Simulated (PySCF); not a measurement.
## Excitation energy of In⁺ by level of theory

In⁺ [Kr] 4d10 5s2 (1S) → In⁺ [Kr] 4d9 5s2 5p1 (high-spin determinant), as a difference of total energies. All numbers are calculated (PySCF 2.14, the spin-free X2C one-electron Hamiltonian (Gaussian nucleus), in Sapporo-DKH3-DZP-2012 (7s6p4d1f, 52 functions)). Correlated levels: valence and next inner shell: [Ar] 3d10 frozen. The calculations carry no spin-orbit coupling.

```tsv
method	excitation energy (eV)
UHF	18.341
MP2 (valence and next inner shell)	19.317
SCS-MP2 (valence and next inner shell)	19.179
CCSD (valence and next inner shell)	18.976
CCSD(T) (valence and next inner shell)	18.967
```

Question: How much does correlation contribute at CCSD(T) (valence and next inner shell)?

Answer: 18.967 − (18.341) = 0.626 eV, measured against UHF.

The upper state lies above the first ionisation limit, where it may autoionise and the basis confines it.

The basis was made for the ground configuration and has no added diffuse functions, so the excitation energy can come out too high.

The determinant of the upper state mixes LS terms, which raises its energy above the lowest term, most at the Hartree-Fock and MP2 levels.
